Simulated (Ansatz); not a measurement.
Cl$_{4}$H$_{4}$N$_{2}$Si$_{2}$ (`N[Si](Cl)(Cl)[Si](N)(Cl)Cl`), relaxed with RKS PBE-D4/def2-SVP in Ansatz from a rough embedded geometry. The force threshold is 0.03 eV/Å; the program also tests the step.

Total charge 0; spin multiplicity 1.

Start:

```xyz
12

N    -2.082   -0.613   -1.018
Si   -0.343   -0.515   -1.287
Cl    0.340   -2.257   -2.176
Cl   -0.042    1.058   -2.630
Si    0.935   -0.034    0.719
N     0.411    1.350    1.564
Cl    2.914    0.272    0.303
Cl    0.859   -1.577    2.005
H    -2.371    0.211   -0.614
H    -2.226   -1.416   -0.425
H     0.838    1.318    2.460
H     0.765    2.202    1.099
```

| step | energy (eV) | largest force (eV/Å) | largest move (Å) |
| --- | --- | --- | --- |
| 1 | -68843.3783 | 3.413 | 0.000 |
| 2 | -68843.7962 | 1.055 | 0.195 |
| 3 | -68843.8529 | 0.442 | 0.069 |
| 4 | -68843.8760 | 0.323 | 0.056 |
| 5 | -68843.9023 | 0.475 | 0.200 |
| 6 (rejected) | -68843.8246 | 0.673 | 0.161 |
| 7 | -68843.9149 | 0.163 | 0.080 |
| 8 | -68843.9210 | 0.043 | 0.083 |
| 9 | -68843.9213 | 0.405 | 0.146 |
| 10 | -68843.9254 | 0.082 | 0.028 |
| 11 | -68843.9269 | 0.028 | 0.057 |
| 12 | -68843.9272 | 0.068 | 0.047 |
| 13 | -68843.9276 | 0.057 | 0.023 |
| 14 | -68843.9278 | 0.019 | 0.012 |

End:

```xyz
12

N    -1.971   -0.715   -0.900
Si   -0.297   -0.410   -1.154
Cl    0.417   -1.999   -2.281
Cl   -0.100    1.408   -2.180
Si    1.038   -0.090    0.735
N     0.576    1.435    1.403
Cl    3.064   -0.285    0.244
Cl    0.621   -1.525    2.186
H    -2.536   -0.068   -0.345
H    -2.303   -1.680   -0.834
H     0.875    1.684    2.350
H     0.616    2.246    0.777
```

It took 19 s on 2 threads of an AMD EPYC 7R13 on a shared host and a share of an NVIDIA H100 80 GB, with 0.83 GiB of host memory at the peak.
